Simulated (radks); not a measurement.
Values are calculated unless marked as measured or tabulated.
Ca3+, 17 electrons, occupied as [Ne] 3s2 3p5 (the NIST ground configuration).

Level of theory: scalar-relativistic Kohn-Sham, PBE, spin-polarised, spherical densities, finite nucleus; open shells are filled with parallel spins first; Fermi nuclear charge, rms radius 3.4776 fm (a radial shooting solver on a logarithmic mesh with Libxc functionals).

Energy parts (hartree):
part                       energy
total                  -677.78674
kinetic                 682.46571
electron-nucleus      -1588.74232
Hartree                 263.54380
exchange-correlation    -35.05393

Orbitals (lengths in bohr, moments of r in powers of bohr):
orbital  occ.  eigenvalue (hartree)      <r>
1s up       1             -146.4900  0.07685
1s down     1             -146.4787  0.07684
2s up       1             -16.54204   0.3640
2s down     1             -16.53270   0.3640
2p up       3             -13.62233   0.3274
2p down     3             -13.60858   0.3274
3s up       1              -2.94076    1.122
3s down     1              -2.88745    1.125
3p up       3              -2.21645    1.203
3p down     2              -2.16574    1.209
3d up       0              -1.15543    1.440
3d down     0              -1.11419    1.463
4s up       0              -0.88454    2.820
4s down     0              -0.87116    2.843

The highest occupied level is 3p down at -58.933 eV. The density falls to 0.001 e/bohr^3 at r = 2.81 bohr. Summed over all electrons, <r^2> = 12.50 bohr^2, which gives a Langevin (diamagnetic) susceptibility term of -9.9 x 10^-6 cm^3/mol. For comparison, the ionisation energy in NIST's Atomic Spectra Database is 67.273 eV (semi-empirical). In exact Kohn-Sham theory the highest level is minus the ionisation energy, but local and semilocal functionals leave it too shallow, through self-interaction and a potential that decays too fast; potentials with the right tail come closer. The electron density at the nucleus is 6194 e/bohr^3 (large components only). The spin density at the nucleus is -0.0478 e/bohr^3 (1s -0.2720, 2s 0.1018, 3s 0.1225). Spin moment in Bohr magnetons: 1.
